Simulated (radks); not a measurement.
All-electron atom: Au II in [Xe] 4f13.5 5d10 6s0.5 (fractional occupations, a model configuration). All-electron calculation, scalar-relativistic Kohn-Sham, r2SCAN, spin-polarised, spherical densities, finite nucleus; open shells are filled with parallel spins first (spin-orbit coupling, left out, can overturn this in heavy ions); meta-GGA in the generalised Kohn-Sham scheme; Fermi nuclear charge, rms radius 5.4371 fm. Program: a radial shooting solver on a logarithmic mesh with Libxc functionals.

Normalised radial functions P(r) = r R(r), r in bohr:

r,4f down
0.0008583,0.0000
0.001154,0.0000
0.001564,0.0000
0.002119,0.0000
0.00285,0.0000
0.003862,0.0000
0.005234,0.0000
0.007037,0.0000
0.009537,0.0001
0.01293,0.0003
0.01752,0.0010
0.02355,0.0030
0.03192,0.0084
0.04326,0.0229
0.05816,0.0570
0.07882,0.1350
0.1068,0.2906
0.1436,0.5467
0.1946,0.9061
0.2638,1.2672
0.3547,1.4592
0.4807,1.3582
0.6514,1.0009
0.8758,0.5839
1.187,0.2545
1.609,0.0797
2.163,0.0175
2.931,0.0022
3.973,0.0001
5.341,0.0000
7.239,0.0000

4f down: eigenvalue -97.390 eV, 0 radial nodes, <r> = 0.494 bohr, 90 % of the charge inside 0.791 bohr.
